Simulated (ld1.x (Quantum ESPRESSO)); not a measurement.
# Which change was made? (Cu, TM)

- Element: Cu
- Generator: ld1.x (Quantum ESPRESSO) 7.5
- Type: norm-conserving Troullier–Martins (Kleinman–Bylander form)
- Functional: PBE
- Relativity: scalar-relativistic
- Frozen core: [Ne] 3s2
- Valence charge: 17
- Reference configuration: 3p6 3d10 4s0 4p0 (charge +1)
- Partial waves: 4s (bound, empty): rc 1.80 bohr; 3p (bound): rc 0.80 bohr; 3d (bound): rc 1.50 bohr
- Local potential: all-electron potential smoothed inside 1.80 bohr (lloc = -2)
- Core correction: a·sin(br)/r model core, default radius (core density twice the valence density)

Cutoffs, loose and tight: the cutoffs (Ry, on a coarse ladder) from which the occupation-weighted sum of valence levels, in a spherical-Bessel basis at the reference potential, stays within 10 and 1 mRy of its value at 400 Ry. They do not see the model core or the augmentation charge, which bear on the density cutoff. Test errors are all-electron minus pseudo excitation energies from the reference, over the configurations 3p6 3d10 4s1 4p0; 3p6 3d9 4s0 4p0; 3p6 3d8 4s0 4p0; 3p6 3d9 4s1 4p0; 3p6 3d10 4s0 4p1; 3p6 3d9 4s2 4p0; 3p6 3d10 4s0.5 4p0; variants that change the core or the reference have their own tests.

The base gives: outcome: generated; cutoff, loose: 180 Ry; cutoff, tight: 300 Ry; bound ghosts: none; largest test error (meV): -369.

Problem. After one change the result is: outcome: generated; cutoff, loose: 120 Ry; cutoff, tight: 180 Ry; bound ghosts: none; largest test error (meV): -351. Which change was it?
A. local potential the s channel
B. all radii but the core radius scaled by about 1.23 (s 2.22, p 0.98, d 1.86 bohr); local potential all-electron potential smoothed inside 2.22 bohr (lloc = -2)
C. type ultrasoft; waves now 4s (bound): rcut 1.55, rcutus 1.80 bohr; 4s channel at -0.45 Ry: rcut 1.55, rcutus 1.80 bohr; 3p (bound): rc 0.80 bohr; 4p (bound): rc 0.80 bohr; 3d (bound): rcut 1.30, rcutus 1.50 bohr; 3d channel at 0.2 Ry: rcut 1.30, rcutus 1.50 bohr; local potential all-electron potential smoothed inside 0.65 bohr (lloc = -1); augmentation PSQ, radius 0.65 bohr

Solution. B. The others give: local potential the s channel → outcome: generated; cutoff, loose: 180 Ry; cutoff, tight: 300 Ry; bound ghosts: none; largest test error (meV): -912 | type ultrasoft; waves now 4s (bound): rcut 1.55, rcutus 1.80 bohr; 4s channel at -0.45 Ry: rcut 1.55, rcutus 1.80 bohr; 3p (bound): rc 0.80 bohr; 4p (bound): rc 0.80 bohr; 3d (bound): rcut 1.30, rcutus 1.50 bohr; 3d channel at 0.2 Ry: rcut 1.30, rcutus 1.50 bohr; local potential all-electron potential smoothed inside 0.65 bohr (lloc = -1); augmentation PSQ, radius 0.65 bohr → outcome: generated; cutoff, loose: 180 Ry; cutoff, tight: 300 Ry; bound ghosts: s; largest test error (meV): test run stopped at test 1 of 7 (negative rho).
